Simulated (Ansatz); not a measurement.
The same atomization along the group B, Al, Ga, In.

Gas-phase electronic energies from Ansatz, PBE0-D4/def2-TZVP geometries. CBS: MP2 limit from def2 TZ/QZ plus the TZ coupled-cluster correction, frozen cores. This one scheme is used for every species, atoms too. DFT in def2-TZVPP. Open shells (•) are unrestricted, without spin–orbit coupling. Spin–orbit coupling would lower the free atoms: a little for Al, B, C; clearly for Ga; strongly for In. Elements past krypton have def2 core potentials. Bonds to Ga, In are less sure, by a few kJ/mol each and by 10 to 20 or more in all where they break to atoms, as the def2 sets lack core-valence functions. Scalar relativity is left out up to krypton. One conformer a species, not always the lowest.

```
                                            reaction  CCSD(T)/CBS(def2) (kJ/mol)
          `C[BH-](C)[NH3+]` → B• + 2 C• + 10 H• + N•                        5079
`[CH3][AlH-]([CH3])[NH3+]` → Al• + 2 C• + 10 H• + N•                           ?
`[CH3][GaH-]([CH3])[NH3+]` → Ga• + 2 C• + 10 H• + N•                        4709
`[CH3][InH-]([CH3])[NH3+]` → In• + 2 C• + 10 H• + N•                        4580
```

Problem. Fill in the missing values. (Best estimate.)

Solution. Ansatz gave: `[CH3][AlH-]([CH3])[NH3+]` → Al• + 2 C• + 10 H• + N•: +4811.9 kJ/mol.

Largest T1 diagnostic: 0.018, for Al•.

For atomizations the MP2-based limit and the directly extrapolated one differ by several kJ/mol either way, and by 10 to 25 for some Ge, Se and Sn compounds, so smaller differences from it don't rank the levels.
